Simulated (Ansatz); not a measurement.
Species: HBr, SMILES `Br` with one electron removed (charge 1, multiplicity 2), formula HBr.

### Question
How many basis functions does Ansatz (a quantum-chemistry and plane-wave program) with frozen-core CCSD(T)/def2-TZVPP // PBE0-D3(BJ)/def2-TZVP use, how many core orbitals are frozen, and how many electrons are correlated?

### Answer
62 basis functions and 9 frozen orbitals, which leaves 17 correlated electrons (filled d shells below the valence shell are correlated). Core time is of the order of seconds.
